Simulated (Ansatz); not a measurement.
Consider the formal exchange of groups at the Al–O bond: `[SiH3][O][AlH][O][SiH3]` + BH₃ → `[BH2][AlH][O][SiH3]` + `O[SiH3]`.

Computed with Ansatz on PBE0-D4/def2-TZVP structures; ΔE is electronic, products minus reactants. CBS: MP2 limit from def2 TZ/QZ plus the TZ coupled-cluster correction, frozen cores. This one scheme is used for every species. Each species was taken in one conformer, which may not be the lowest.

`[SiH3][O][AlH][O][SiH3]`:

Z-matrix (Å, degrees):
```
Si
O 1 1.626
H 1 1.488 2 110.7
H 1 1.486 2 109.7 3 120.1
H 1 1.487 2 109.8 3 -120.1
Al 2 1.677 1 163.4 3 13.3
O 6 1.677 2 119.8 1 1.1
H 6 1.564 2 120.1 1 -178.9
Si 7 1.626 6 163.2 2 0.9
H 9 1.487 7 109.8 6 -110.0
H 9 1.488 7 110.7 6 10.2
H 9 1.486 7 109.7 6 130.2
```

BH₃:

Z-matrix (Å, degrees):
```
B
H 1 1.193
H 1 1.193 2 120.0
H 1 1.193 2 120.0 3 180.0
```

`[BH2][AlH][O][SiH3]`:

Cartesian coordinates in Å:
```
B 2.286 0.367 1.041
Al 1.121 0.265 -0.729
O -0.530 -0.061 -0.573
Si -2.086 -0.383 -0.251
H 2.822 -0.592 1.521
H 2.466 1.390 1.642
H 1.669 0.471 -2.205
H -2.479 -1.681 -0.862
H -2.312 -0.464 1.218
H -2.957 0.690 -0.803
```

`O[SiH3]`:

```xyz
6

O     0.669    0.839   -0.700
Si   -0.163   -0.138    0.332
H     0.733    0.571   -1.617
H    -1.585   -0.293   -0.083
H    -0.095    0.519    1.658
H     0.440   -1.497    0.410
```

```csv
species,HF/def2-QZVPP energy (Eh)
`[SiH3][O][AlH][O][SiH3]`,-973.93835
BH₃,-26.40232
`[BH2][AlH][O][SiH3]`,-634.03570
`O[SiH3]`,-366.22391
```

Question: Work out ΔE.

Answer: ΔE = (-634.03570) + (-366.22391) − (-973.93835) − (-26.40232) = 0.08106 Eh = +50.9 kcal/mol. CCSD(T)/CBS gives +46.6 kcal/mol.

Largest T1 diagnostic among the species: 0.012.

At CCSD(T), def2-SVP lies +0.8 kcal/mol from the extrapolated value and def2-TZVPP +0.2 kcal/mol. From BLYP to BHLYP (50 % exact exchange), in def2-TZVPP and without D4, ΔE moves by +3.6 kcal/mol.
